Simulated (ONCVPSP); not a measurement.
## What the settings do to the ONCV potential of Tc (Z = 43)

Base potential:

```
Element                 : Tc (Z = 43)
Generator               : ONCVPSP 4.0.1
Type                    : optimised norm-conserving Vanderbilt (ONCV)
Functional              : PBE
Relativity              : scalar-relativistic
Frozen core             : [Ar] 3d10 4s2
Valence charge          : 13
Reference configuration : 4p6 4d5 5s2
Partial waves           : 5s: rc 2.75 bohr, ncon 4, nbas 7, qcut 2 1/bohr, 2 projectors, debl 3.6 Ha; 4p: rc 1.85 bohr, ncon 4, nbas 7, qcut 7.5 1/bohr, 3 projectors, debl 3.7 Ha; 4d: rc 1.80 bohr, ncon 3, nbas 8, qcut 8 1/bohr, 2 projectors, debl 3.5 Ha
Local potential         : polynomial inside 1.50 bohr (lpopt 3, dvloc0 0 Ha)
Core correction         : Teter function, fcfact 4, rcfact 1.55
```

All-electron outer shells of the reference configuration (PBE, scalar-relativistic, ld1.x):

```json
{"shell": "4s", "level (eV)": "-73.38", "outermost node (bohr)": "0.50", "outermost maximum (bohr)": "0.95"}
{"shell": "4p", "level (eV)": "-45.34", "outermost node (bohr)": "0.51", "outermost maximum (bohr)": "1.03"}
{"shell": "4d", "level (eV)": "-6.66", "outermost node (bohr)": "0.50", "outermost maximum (bohr)": "1.27"}
{"shell": "5s", "level (eV)": "-5.04", "outermost node (bohr)": "1.28", "outermost maximum (bohr)": "2.72"}
```

Cutoffs, loose and tight: the cutoffs (Ha) at which the residual kinetic energy of the hardest occupied pseudo-wave falls to 1 and 0.1 mHa per electron. They do not see the model core or the augmentation charge, which bear on the density cutoff. Test errors are all-electron minus pseudo excitation energies from the reference, over the configurations 4p6 4d5 5s1; 4p6 4d5 5s0; 4p6 4d4 5s0; 4p6 4d6 5s0. A dash means not determined; rows that change the core or the reference have their own tests.

| change | outcome | cutoff, loose | cutoff, tight | bound ghosts | GHOST(+) flags above zero | largest test error (meV) |
| --- | --- | --- | --- | --- | --- | --- |
| base | generated | 21 Ha | 25 Ha | none | s | -63 |
| core correction Teter function, fcfact 4.75, rcfact 1.7 | generated | 21 Ha | 25 Ha | none | s | -68 |
| local potential polynomial inside 1.50 bohr (lpopt 3, dvloc0 9.5 Ha) | generated | 21 Ha | 25 Ha | none | s | -63 |

(1) What comes out with this change to the base: p: rc 2.48?

## Answers

(1) outcome: generated, projector energies reset by the program; cutoff, loose: 21 Ha; cutoff, tight: 25 Ha; bound ghosts: none; GHOST(+) flags above zero: s; largest test error (meV): -63.
